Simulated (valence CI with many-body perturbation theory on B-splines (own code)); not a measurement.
# Br20+: magnetic and hyperfine properties of the levels

Computed by relativistic CI+MBPT: five valence electrons over a frozen Dirac-Fock core [Ne], a basis of 9 s, 9 p, 8 d, 6 f, 3 g, 1 h functions for each j, with the one-electron correlation potential Σ1 (screened to all orders), the two-electron term Σ2, the three-electron term Σ3, Breit, model QED; selected single and double excitations, second order for the rest (own B-spline code, finite nucleus).

No measured spectrum was set against this ion. As an estimate, levels of excited configurations hold to 0.05 to 0.15 % of their energy, terms of the ground configuration to about 0.5 %. Among the levels kept, up to 450 cm⁻¹ of a level comes from second order outside the variational space, and about a tenth of that is noise between levels of different J, which matters for small intervals.

A/g_I is the dipole constant over the nuclear g factor μ/I (μ in nuclear magnetons, uniformly magnetised nucleus), B/Q the quadrupole constant per barn. Both hold the static response of the core; the bare values leave it out. Large factors of s and p1/2 electrons are usually good to 5 to 10 %; those of open d and f shells near neutrality can be off by tens of per cent, and small factors of p3/2, d and f electrons come from cancelling terms and can be off by a factor of two or in sign, in half-filled shells by more. B is blank for J = 1/2, where it vanishes, and for nearly pure S terms. Energies count from the lowest level.

Names give the largest LS component (configuration and term), which can be under half, so a name can repeat, a term be missing and a line seem to break the LS rules; names also repeat where a configuration has a term twice. Letters in brackets count levels of one name in rising energy.

```csv
Level,E (cm⁻¹),g,A/g_I (MHz),A/g_I bare,B/Q (MHz/b),B/Q bare
3s²3p³ ⁴S°_3/2,0,1.783,6980,7480,7820,7580
3s²3p³ ²D°_3/2,71074,1.105,8420,8350,21000,20400
3s²3p³ ²D°_5/2,97149,1.198,26800,26100,-141,-135
3s²3p³ ²P°_1/2,141420,0.663,76500,73500,,
3s²3p³ ²P°_3/2,194880,1.242,15200,15000,-28900,-28100
3s3p⁴ ⁴P_5/2,485500,1.569,56200,54600,18600,18100
3s3p⁴ ⁴P_3/2,530660,1.665,36200,35600,-18900,-18300
3s3p⁴ ⁴P_1/2,542280,2.594,132000,128000,,
3s3p⁴ ²D_3/2,603740,0.931,-3090,-2640,-26700,-25900
3s3p⁴ ²D_5/2,624280,1.226,62100,59900,-43400,-42000
3s²3p²3d ²P_3/2 [a],678910,1.121,5590,6030,3900,3900
3s3p⁴ ²S_1/2,688810,1.228,66700,64300,,
3s²3p²3d ⁴F_3/2,693830,0.644,7100,7060,463,684
3s²3p²3d ⁴F_5/2,710030,1.114,3800,4150,10500,10600
3s²3p²3d ²F_5/2 [a],736400,0.945,20600,20200,-8520,-8090
3s²3p²3d ⁴F_7/2,743560,1.241,6410,6690,6270,6490
3s²3p²3d ⁴D_1/2 [a],744770,0.733,88900,85400,,
3s²3p²3d ²F_7/2 [a],756440,1.244,10100,10200,14800,14500
3s²3p²3d ⁴D_3/2,761830,1.125,10900,11100,-11200,-10900
3s²3p²3d ⁴F_9/2,770720,1.293,12000,12000,-8050,-7320
3s²3p²3d ⁴D_1/2 [b],774140,0.779,78800,75300,,
3s²3p²3d ⁴D_5/2,781940,1.210,12600,12600,-9920,-9500
3s²3p²3d ⁴D_7/2,824640,1.192,11400,11400,15700,15400
3s3p⁴ ²P_3/2,840740,1.228,-5920,-5050,8610,8450
3s²3p²3d ²G_7/2,849640,1.021,12700,12500,28600,28100
3s²3p²3d ⁴P_5/2,852600,1.524,6200,6730,1690,1660
3s²3p²3d ⁴P_3/2,864600,1.527,11300,11700,-5310,-5280
3s²3p²3d ²G_9/2,869790,1.149,10500,10500,44300,43400
3s²3p²3d ⁴P_1/2,870490,2.215,54500,53200,,
3s²3p²3d ²D_3/2 [a],887390,0.988,12800,12800,7890,7770
3s²3p²3d ²P_1/2 [a],905080,1.046,1780,1710,,
3s²3p²3d ²D_5/2 [a],918460,1.168,12200,12200,1990,2140
3s²3p²3d ²D_3/2 [b],939260,0.928,11500,11300,-6510,-6450
3s²3p²3d ²P_1/2 [b],945880,0.894,-13600,-12900,,
3s²3p²3d ²F_5/2 [b],946330,1.065,7900,7990,8360,8430
3s²3p²3d ²D_5/2 [b],959790,1.172,10300,10400,26600,25900
3s²3p²3d ²F_7/2 [b],978480,1.134,12900,12800,-4500,-3990
3s²3p²3d ²P_3/2 [b],990760,1.253,6820,7210,-7660,-7390
3s²3p²3d ²S_1/2,998660,1.834,64400,62600,,
3s²3p²3d ²D_3/2 [c],1032100,0.837,8300,8380,9530,9450
```

Take the isotope of mass number 81, with I = 3/2, μ = 2.2686 μN and Q = 0.2579 b. What is the hyperfine structure of 3s²3p³ ²D°_3/2?

From the table A = 12700 MHz, B = 5420 MHz. Shifts from the centre of gravity in MHz: F = 0: -40800, F = 1: -33600, F = 2: -13600, F = 3: 29900.
